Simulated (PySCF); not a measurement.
# Dipole moment and polarisability of `FB(F)CCN[SiH3]`

Compound: C2H8BF2NSi.
Structure used (PBE0-D3(BJ)/def2-SVP), in Å, numbered top down from 1:
```xyz
15
C2H8BF2NSi angstrom
F     -2.7386    1.8479    0.1262
B     -2.4872    0.7081   -0.4964
F     -3.3864    0.3183   -1.3812
C     -1.2217   -0.1441   -0.1710
C     -0.0520    0.6267    0.4450
N      1.0602   -0.1882    0.8753
Si     2.3301   -0.7359   -0.1677
H     -1.5656   -0.9186    0.5436
H     -0.9070   -0.7075   -1.0651
H      0.3236    1.3598   -0.2904
H     -0.4203    1.2311    1.2917
H      0.8668   -0.7408    1.7036
H      2.9152    0.4466   -0.8721
H      3.3498   -1.4034    0.6943
H      1.9225   -1.7131   -1.2358
```

Level: wB97X-D/def2-SVPD (PySCF), static field, nuclei fixed, core orbitals frozen in the response. The polarisability tensor in these axes (au):

```
x   83.08 -6.33  1.88
y   -6.33 69.49  1.56
z    1.88  1.56 66.83
```

Diagonalise the tensor; give its mean and Δα, where Δα² is half the sum of the squared differences of the eigenvalues.

Principal values 64.73, 69.02 and 85.65 au; mean 73.13 au = 10.84 Å³ = 12.06 × 10⁻⁴⁰ C²·m²/J; Δα = 19.13 au (26 % of the mean).

What is the dipole moment, and where does it point?

(0.38, -0.94, 0.91) D, 1.36 D in size, pointing from the negative to the positive side. Measured along this direction, the outermost atoms are F3 at the negative end and H14 at the positive end.

Rayleigh depolarisation ratio (linearly polarised light, static tensor)?

ρ = 3Δα²/(45ᾱ² + 4Δα²) = 1098.4/(240673 + 1464.6) = 0.00454.

Form Σ f/ω² (atomic units) for the 10 lowest TDDFT singlets, given as eV and f, and set it beside the mean polarisability, which is this sum over all singlets: 6.11, 0.0053; 6.97, 0.0029; 7.03, 0.0095; 7.35, 0.0240; 7.60, 0.0153; 7.81, 0.0479; 7.99, 0.0106; 8.05, 0.0097; 8.75, 0.0062; 8.80, 0.0344.

They add up to 2.02 au, 2.8 % of the 73.13 au; the largest single term is 0.58 au, from the state at 7.81 eV. Terms in order: 0.11, 0.04, 0.14, 0.33, 0.20, 0.58, 0.12, 0.11, 0.06, 0.33 au. Higher excitations give the rest. The strengths listed sum to 0.166.

Refractivity n − 1 of an ideal gas of it at 298.15 K and 1 atm, from the electronic α?

N = p/kT = 2.4615 × 10¹⁹ cm⁻³, so n − 1 = 2π × N × 10.84 × 10⁻²⁴ cm³ = 1676 × 10⁻⁶ at long wavelengths.

Give the principal axes and the span of the nuclei along them.

Largest value along (0.93, -0.36, 0.06), where the nuclei span 7.02 Å; middle along (0.22, 0.69, 0.69), 3.26 Å; least along (-0.29, -0.62, 0.73), 3.20 Å. 

How large is μ²/3kT at 350 K beside α?

In Gaussian units μ²/3kT = 12.67 Å³ against 10.84 Å³, a ratio of 1.17; the Debye molar polarisation (4π/3)N_A(α + μ²/3kT) is 59.3 cm³/mol, leaving out the vibrational part.

Isolated species at its PBE0-D3(BJ)/def2-SVP geometry (one conformer only).
